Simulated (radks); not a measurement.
Results of a calculation; reference values are marked as such.
Effect of the nuclear size on the lead ion Pb2+, [Hg]. Code: a radial shooting solver on a logarithmic mesh with Libxc functionals. Model: Dirac Kohn-Sham, PBE, spin-unpolarised, spherical densities, finite nucleus; Fermi nuclear charge, rms radius 5.5012 fm. The rms radius is varied about that value; shifts are against it.

| rms radius (fm) | total energy shift (eV) | density at nucleus (e/bohr^3) | 1s1/2 shift (meV) | 2s1/2 shift (meV) | 4p1/2 shift (meV) | 5s1/2 shift (meV) | 5p1/2 shift (meV) | 6s1/2 shift (meV) | 6p1/2 (empty) shift (meV) |
|---|---|---|---|---|---|---|---|---|---|
| 4.72 | -34.8 | 2.925e+06 | -13900 | -2110 | -2.60 | -25.1 | 0.568 | -2.91 | 0.476 |
| 4.9621 | -24.4 | 2.862e+06 | -9700 | -1480 | -1.82 | -17.6 | 0.397 | -2.04 | 0.333 |
| 5.5012 | 0 | 2.736e+06 | 0.000 | 0.000 | 0.000 | 0.000 | 0.000 | 0.000 | 0.000 |
| 5.9468 | 21.2 | 2.645e+06 | 8440 | 1280 | 1.60 | 15.3 | -0.342 | 1.77 | -0.289 |
| 6.7225 | 60.3 | 2.507e+06 | 24000 | 3650 | 4.57 | 43.5 | -0.967 | 5.04 | -0.822 |

Slopes of the eigenvalues against <r^2> in GHz/fm^2, as finite differences over the two radii next to the reference (eigenvalue slopes, not the field-shift constants of lines): 1s1/2 408000, 2s1/2 62100, 4p1/2 76.9, 5s1/2 740, 5p1/2 -16.6, 6s1/2 85.8, 6p1/2 (empty) -14.0.
